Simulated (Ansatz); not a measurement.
Molecule: CsAg, charge 0, multiplicity 1. SMILES: [Ag][Cs]
Geometry from a B3LYP-D3(BJ)/def2-TZVP (Ansatz, a quantum-chemistry and plane-wave program) optimisation:
```
Cs
Ag 1 3.3268
```
Charge 0, spin multiplicity 1.

Quantity: vertical ionisation energy to the doublet, in eV. Terms: STO-3G and 3-21G all-electron and non-relativistic; no spin-orbit coupling; LANL2DZ with its own core potentials from Na on; valence correlation only (noble-gas shells and the d and f shells of earlier blocks; the outer core of K, Ca and congeners matters and is frozen too); UHF or UKS for open shells; each state is the SCF solution reached for its charge and spin; def2 sets with scalar-relativistic core potentials past Kr. Ab initio and DFT rows: single points at B3LYP-D3(BJ) geometries (Ansatz). The spin state of an ion or metal species was assumed, not searched.

| level | program | vertical ionisation energy to the doublet (eV) |
|---|---|---|
| HF/LANL2DZ | Ansatz | 3.78 |
| PBE/LANL2DZ | Ansatz | 5.40 |
| B3LYP/3-21G | Ansatz | 4.83 |
| B3LYP/LANL2DZ | Ansatz | 5.36 |
| MP2/LANL2DZ | Ansatz | 4.37 |
| PBE/def2-TZVPD | Ansatz | 5.60 |
| wB97X-V/def2-TZVPD | Ansatz | 5.07 |

No value to compare with is used here. The 5 habitual levels span 3.78 (HF/LANL2DZ) to 5.40 eV (PBE/LANL2DZ); PBE/def2-TZVPD gives 5.60.

The levels are drawn from those run, B3LYP/6-31G* more often than the rest, none by its result; left out are runs that failed, that the program found above a lower state of the same kind, or whose <S^2> lies over 0.5 above the pure value.
